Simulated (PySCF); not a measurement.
SMILES CS[SiH2][SiH2]c1ccco1 (GFN2-xTB optimised geometry):

```
19

C     -4.077    -0.751     0.385
S     -2.695    -1.924     0.277
Si    -1.052    -0.532     0.178
Si     0.881    -1.775    -0.001
C      2.202    -0.448     0.000
C      3.569    -0.448     0.000
C      3.982     0.903     0.000
C      2.837     1.638    -0.001
O      1.761     0.839     0.000
H     -4.101    -0.134    -0.508
H     -3.963    -0.134     1.270
H     -4.986    -1.339     0.456
H     -1.380     0.351    -0.948
H     -1.199     0.301     1.378
H      1.162    -2.697     1.107
H      1.015    -2.558    -1.237
H      4.197    -1.315     0.001
H      4.986     1.275     0.001
H      2.665     2.697    -0.001
```

Calculation: PBE0/def2-SVP (PySCF).

Task: What are the frontier orbital energies and the dipole moment?

Result: HOMO-2 -8.21 eV, HOMO-1 -6.78 eV, HOMO -6.51 eV, LUMO -0.36 eV, LUMO+1 -0.12 eV; dipole moment 1.89 D.

Meta-Löwdin charges at PBE0/def2-SVP: C1 -0.34, S2 -0.21, Si3 0.33, Si4 0.38, C5 -0.07, C6 -0.15, C7 -0.17, C8 0.05, O9 -0.23, H10 0.12, H11 0.12, H12 0.13, H13 -0.08, H14 -0.08, H15 -0.07, H16 -0.08, H17 0.12, H18 0.12, H19 0.13.
